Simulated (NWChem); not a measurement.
# Si2H4OF2; SMILES F[SiH2]O[SiH2]F

```xyz
9

Si    -0.3078     1.5434    -0.3908
F      0.9535     1.9795     0.5255
O     -0.7306    -0.0001    -0.0077
Si    -0.2980    -1.5336     0.4029
F      0.9279    -2.0005    -0.5456
H      0.1152     1.6226    -1.8099
H     -1.4466     2.4333    -0.0646
H     -1.4514    -2.4264     0.1424
H      0.1767    -1.5766     1.8072
```
Atoms are numbered in this order, from 1.

Results from NWChem. Pople sets run with spherical d functions. All runs use the structure optimised with PBE0/def2-SVP.

Q: What does the run give for TPSS/6-31+G*? Quantities: highest occupied level (eV); orbital gap (eV); dipole (D).

A: 
```json
{
 "highest occupied level (eV)": "-8.17",
 "orbital gap (eV)": "7.52",
 "dipole (D)": "1.67"
}
```
